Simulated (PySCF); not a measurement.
# Two-component Hartree-Fock for Re⁴⁷⁺ (rhenium, charge +47)

Start: [Ar] 3d10. Calculated with PySCF 2.14 in an even-tempered Gaussian basis (15 s from 12 bohr⁻², ratio 2.8; 13 p from 15 bohr⁻², ratio 2.8; 8 d from 15 bohr⁻², ratio 2.8; 3 f from 58 bohr⁻², ratio 3): generalised Hartree-Fock with the X2C-1e Hamiltonian and a Gaussian nucleus; one run each with spin-orbit coupling (SO) switched off, then screened by Boettger's factors.

| spinor shell | electrons | ε, spin-free (eV) | ε, screened SO (eV) | weight of nominal j (screened SO) | rms radius, screened SO (bohr) |
| --- | --- | --- | --- | --- | --- |
| 1s1/2 | 2 | -74528.4 | -74507.2 | 1.000 | 0.0204 |
| 2s1/2 | 2 | -15039.4 | -15033.2 | 1.000 | 0.0822 |
| 2p1/2 | 2 | -13443.2 | -14479.7 | 1.000 | 0.0698 |
| 2p3/2 | 4 | -13443.2 | -13027.2 | 1.000 | 0.0773 |
| 3s1/2 | 2 | -5256.5 | -5254.9 | 1.000 | 0.207 |
| 3p1/2 | 2 | -4774.1 | -5013.4 | 1.000 | 0.198 |
| 3p3/2 | 4 | -4774.1 | -4676.6 | 1.000 | 0.212 |
| 3d3/2 | 4 | -4246.1 | -4289.6 | 1.000 | 0.185 |
| 3d5/2 | 6 | -4246.1 | -4216.5 | 1.000 | 0.189 |

| quantity | spin-free | screened SO |
| --- | --- | --- |
| E (hartree) | -15106.34856 | -15126.36819 |
| M_J | 0 | 0 |
| ⟨J²⟩ | 0.000 | 0.000 |
| ⟨L²⟩ | 0.000 | 0.065 |
| ⟨S²⟩ | 0.000 | 0.065 |

Breit and QED terms are absent; they matter most for the inner s and p1/2 levels.

Densities and radii are taken from the X2C orbitals without a picture-change correction, which distorts them close to the nucleus.

Without spin-orbit coupling the j labels of p, d and f shells carry no meaning; the spin-free column gives the mean over the occupied spinors of each nl shell.
